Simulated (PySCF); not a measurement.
Radial density of Cu (copper, neutral)

UHF, [Ar] 3d10 4p1, 2P determinant (an excited configuration). Computed with PySCF 2.14 in aug-cc-pwCVTZ-DK, with scalar relativity by spin-free X2C-1e.

```tsv
r (bohr)	4πr²ρ (e/bohr)	4πr²(ρα − ρβ)
0.000925	0.2725	0.0000
0.00156	0.6804	0.0000
0.00262	1.662	0.0000
0.00440	3.918	0.0000
0.00740	8.694	0.0000
0.0125	17.34	0.0000
0.0209	28.78	0.0001
0.0352	35.37	0.0004
0.0593	30.21	0.0016
0.0997	30.27	0.0034
0.168	40.24	-0.0007
0.282	23.60	-0.0163
0.474	20.09	-0.0263
0.798	18.84	-0.0250
1.34	5.289	0.0159
2.26	0.8515	0.1175
3.80	0.2465	0.2047
6.39	0.1205	0.1204
10.7	0.01203	0.0120
18.1	8.653e-05	0.0001
```

Densities and radii are taken from the X2C orbitals without a picture-change correction, which distorts them close to the nucleus.

Where is the radial spin density 4πr²(ρα − ρβ) most negative, and why is it negative at all?

Around r = 0.474 bohr, down to -0.0263 e/bohr: exchange with the open shell polarises the paired shells in an unrestricted calculation.
